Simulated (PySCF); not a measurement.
# Dipole moment and polarisability of `C#C[Si@]1(OC)CCC[SiH2]1`

Compound: C6H12OSi2.
Cartesian coordinates in Å at the PBE0-D3(BJ)/def2-SVP level; atoms count from 1:
```xyz
21
C6H12OSi2 angstrom
C      2.7626    1.0962    1.6085
C      1.8507    0.7984    0.8573
Si     0.4684    0.2953   -0.2486
O      0.9379    0.4382   -1.8404
C      2.0349   -0.2313   -2.3979
C     -1.0808    1.3248    0.0508
C     -1.9407    0.6147    1.1072
C     -2.1995   -0.8577    0.7469
Si    -0.5287   -1.7239    0.4156
H      3.5676    1.3645    2.2697
H      1.9137   -1.3297   -2.3502
H      2.9799    0.0317   -1.8894
H      2.1220    0.0568   -3.4564
H     -1.6195    1.3736   -0.9125
H     -0.8423    2.3596    0.3410
H     -1.4289    0.6662    2.0855
H     -2.8968    1.1485    1.2429
H     -2.7948   -0.9138   -0.1818
H     -2.7862   -1.3672    1.5274
H      0.0429   -2.3198    1.6636
H     -0.6291   -2.7936   -0.6258
```

Level: CAM-B3LYP/def2-SVPD (PySCF), static field, nuclei fixed, core orbitals frozen in the response. The polarisability tensor in these axes (au):

```
x   138.04   7.85   1.27
y     7.85 119.23   4.67
z     1.27   4.67 117.23
```

Question: Give the principal values, the mean and the anisotropy Δα = √{½[(α1 − α2)² + (α2 − α3)² + (α1 − α3)²]}.

Answer: Principal values 112.71, 120.58 and 141.22 au; mean 124.84 au = 18.50 Å³ = 20.58 × 10⁻⁴⁰ C²·m²/J; Δα = 25.51 au (20 % of the mean).

Question: What is the dipole moment, and where does it point?

Answer: (0.23, -0.07, 0.48) D, 0.54 D in size, pointing from the negative to the positive side. Measured along this direction, the outermost atoms are H13 at the negative end and H10 at the positive end.

Question: Rayleigh depolarisation ratio (linearly polarised light, static tensor)?

Answer: ρ = 3Δα²/(45ᾱ² + 4Δα²) = 1951.7/(701303 + 2602.2) = 0.00277.

Question: Sum over states: ᾱ = Σ f/ω², ω in Eh. What share falls to these 10 lowest TDDFT singlets (eV, f)? 5.37, 0.0110; 5.98, 0.0445; 6.12, 0.0106; 6.33, 0.0023; 6.49, 0.0734; 6.93, 0.2101; 7.00, 0.0215; 7.15, 0.0128; 7.52, 0.0193; 7.66, 0.0122.

Answer: They add up to 6.90 au, 5.5 % of the 124.84 au; the largest single term is 3.24 au, from the state at 6.93 eV. Terms in order: 0.28, 0.92, 0.21, 0.04, 1.29, 3.24, 0.33, 0.18, 0.25, 0.15 au. Higher excitations give the rest. The strengths listed sum to 0.418.

Question: Molar refractivity from α?

Answer: Lorentz–Lorenz: R = (4π/3)N_A α = 2.5225 cm³/(mol·Å³) × 18.50 Å³ = 46.7 cm³/mol, in the limit of long wavelengths.

Question: In a dilute gas of rigid molecules at 350 K, how does the orientational term μ²/3kT compare with the electronic polarisability?

Answer: In Gaussian units μ²/3kT = 2.01 Å³ against 18.50 Å³, a ratio of 0.11; the Debye molar polarisation (4π/3)N_A(α + μ²/3kT) is 51.7 cm³/mol, leaving out the vibrational part.

The structure is a single PBE0-D3(BJ)/def2-SVP conformer in the gas phase; no vibrational or solvent corrections.
